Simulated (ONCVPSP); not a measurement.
## Scattering properties, ONCV potential for Zn

ONCVPSP 4.0.1 input, shortened (lines: element, Z, core and valence counts, functional; n l f; lmax; l rc ep ncon nbas qcut; lloc lpopt rc5 dvloc0; l nproj debl; icmod fcfact rcfact), PBE, scalar-relativistic:

```
  Zn 30.00    3    4        4      upf
    1    0    2.00
    2    0    2.00
    2    1    6.00
    3    0    2.00
    3    1    6.00
    3    2   10.00
    4    0    2.00
    2
    0    1.10    0.00    4    7    9.70
    1    0.90    0.00    3    6   14.90
    2    0.80    0.00    4    8   19.50
    4    2    0.65    0.00
    0    2    3.40
    1    2    3.60
    2    2    1.20
    3    5.00    1.70
```

The phase is arctan(r·R′/R) of the radial function R(r), unwrapped; energies in Ha, scanned from -6 to 5 Ha. A pole is an energy at which the radial function vanishes at the test radius. The pseudo phase is shifted by a multiple of π to meet the all-electron one at the reference energy, and phase errors are pseudo minus all-electron; the curves can meet again beyond the range given. Levels narrower than the energy grid can be missing from the lists of poles.

Question: For each channel, where are the poles, and over which energies does the pseudopotential scatter like the atom?

Answer:

```
channel  radius (bohr)  reference energy (Ha)  poles, all-electron  poles, pseudo  unbroken range about the reference energy with phases within 0.05 rad  phase error 1 Ha above the reference energy (rad)
      s           1.12                  -0.22                -3.78          -3.78                                                        the whole range                                             -0.000
      p           0.91                  -3.06                 0.09           0.09                                                        the whole range                                             +0.000
      d           0.81                  -0.37                 3.90           3.90                                                        the whole range                                             -0.000
```

Phases in the d channel:

```
E (Ha)  all-electron  pseudo
 -5.96         0.907   0.907
 -5.68         0.873   0.873
 -5.40         0.835   0.835
 -5.12         0.792   0.792
 -4.84         0.742   0.743
 -4.56         0.686   0.686
 -4.28         0.621   0.621
 -4.00         0.546   0.546
 -3.72         0.460   0.460
 -3.44         0.360   0.360
 -3.16         0.247   0.247
 -2.88         0.120   0.120
 -2.60        -0.019  -0.019
 -2.32        -0.166  -0.166
 -2.04        -0.315  -0.315
 -1.76        -0.461  -0.461
 -1.48        -0.597  -0.597
 -1.20        -0.721  -0.721
 -0.92        -0.831  -0.831
 -0.64        -0.927  -0.927
 -0.36        -1.012  -1.012
 -0.08        -1.085  -1.085
  0.20        -1.148  -1.148
  0.48        -1.204  -1.204
  0.76        -1.253  -1.253
  1.04        -1.297  -1.297
  1.32        -1.336  -1.336
  1.60        -1.371  -1.371
  1.88        -1.402  -1.402
  2.16        -1.431  -1.431
  2.44        -1.458  -1.458
  2.72        -1.483  -1.483
  3.00        -1.506  -1.506
  3.28        -1.527  -1.527
  3.56        -1.548  -1.548
  3.84        -1.567  -1.567
  4.12        -1.586  -1.586
  4.40        -1.604  -1.604
  4.68        -1.621  -1.621
  4.96        -1.638  -1.638
```
